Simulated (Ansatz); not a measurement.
Geometry optimisation, RKS LDA/def2-SVP (Ansatz).

The input (input.yaml):

```yaml
crystal:
  periodic: [false, false, false]
  atoms:
    - { symbol: B, position_ang: [-0.9568, 1.0887, -0.3231] }
    - { symbol: C, position_ang: [0.0897, -0.0203, -0.4403] }
    - { symbol: C, position_ang: [0.6017, -0.3838, 0.9299] }
    - { symbol: O, position_ang: [-0.4151, -1.1304, -1.0458] }
    - { symbol: H, position_ang: [-1.5122, 1.5422, -1.3342] }
    - { symbol: H, position_ang: [-1.3173, 1.5995, 0.7117] }
    - { symbol: H, position_ang: [0.9536, 0.3706, -1.0658] }
    - { symbol: H, position_ang: [-0.1413, -0.7576, 1.5861] }
    - { symbol: H, position_ang: [1.1008, 0.5185, 1.471] }
    - { symbol: H, position_ang: [1.4155, -1.1696, 0.8683] }
    - { symbol: H, position_ang: [-1.34445, -1.13403, -1.07508] }
basis:
  gaussian: { orbitals: def2-SVP }
hamiltonian:
  xc: lda
relax:
  f_tol: 0.015
  max_steps: 40
```

Launched with:

```bash
$ ansatz run input.yaml --threads 1 --pin off --max-ram 2048MiB --backend cpu --events-out ev --progress --plain --runs-dir out
```

Where does it end, and by what steps?

It converged. After 16 steps the energy has fallen by 0.902 eV; H6 moved furthest, 0.83 Å. Joined: B1–H7.

```
step  energy less start (eV)  largest force component (eV/Å)  accepted
   0                  0.0000                           3.278       yes
   1                 -0.2873                           0.852       yes
   2                 -0.3574                           0.579       yes
   3                 -0.4510                           0.506       yes
   4                 -0.5172                           0.436       yes
   5                 -0.5711                           0.557       yes
   6                 -0.6820                           0.906       yes
   7                 -0.7213                           2.404       yes
   8                 -0.8084                           1.210       yes
   9                 -0.8166                           1.166       yes
  10                 -0.1766                           3.570        no
  11                 -0.8885                           0.572       yes
  12                 -0.8784                           0.393        no
  13                 -0.9016                           0.118       yes
  14                 -0.9020                           0.079       yes
  15                 -0.9023                           0.070       yes
  16                 -0.9025                           0.008       yes
```

```xyz
11
Properties=species:S:1:pos:R:3
B -0.895 1.148 -0.399
C -0.257 -0.179 -0.117
C 0.640 -0.491 1.028
O -0.448 -1.260 -0.887
H -1.605 1.224 -1.394
H -0.725 2.074 0.371
H 0.373 0.834 -0.809
H 0.075 -1.120 1.748
H 0.968 0.428 1.550
H 1.523 -1.084 0.703
H -1.175 -1.050 -1.511
```

The run took 16 s on 1 thread of Intel(R) Xeon(R) 6975P-C (Granite Rapids), with other jobs on the host, peak memory 0.14 GiB.
